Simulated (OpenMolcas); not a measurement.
## Lu I: the spin-orbit constant, worked from levels

- Program: OpenMolcas
- Basis: ANO-RCC-VTZP [8s7p5d3f2g1h]
- Scalar Hamiltonian: DKH2, point nucleus
- Active space: 3 electrons in 6 orbitals (5d 6s)
- State averaging: 2S+1 = 4 even, 20 roots (10 in the spin-orbit step); 2S+1 = 2 even, 29 roots
- Spin-orbit coupling: RASSI with atomic mean-field integrals over the reference wave functions, term energies averaged over their components

Methods: CASSCF; MS-CASPT2, IPEA 0.25 Eh, imaginary shift 0.1 Eh (closed shells correlated: 5s 5p). Measured levels: NIST Handbook of Basic Atomic Spectroscopic Data.

**The spin-orbit constant.** For the Hund term ²D of d1, E(J) = (A/2) J(J+1) + constant and ζ = 2S·A = A. From J = 3/2 to J = 5/2 the energy changes by 2.5 A.

| Source | E(5/2) - E(3/2) | A | ζ |
| --- | --- | --- | --- |
| CASSCF | 1898.9 | 759.6 | 760 |
| MS-CASPT2 | 1958.6 | 783.4 | 783 |
| measured | 1993.9 | 797.6 | 798 |

All in cm-1. MS-CASPT2 is off by -1.8 % and CASSCF by -4.8 %. Both methods take the spin-orbit matrix elements from the reference wave functions, so the second can move ζ only through the term energies and any multistate remixing.

CASPT2 does not keep the components of a term degenerate, so their means are used; among the terms shown or strongly mixed into the levels shown the widest spread is 120 cm-1 (5d 6s² ²D, MS-CASPT2). Some high roots are left out of the spin-orbit mixing, which shifts the levels that they would mix with. Without dynamic correlation excited terms often stand tens of per cent too high (terms of higher spin than the ground term too low), and those without a measured partner can miss by more than the paired ones (holds for CASSCF). Computed and measured levels are paired by configuration, term and J; levels that our copy of the source lacks, or whose pairing is in doubt (as where it misses far off the trend of its configuration), stay unpaired and out of the deviations. Only configurations of the active space appear.
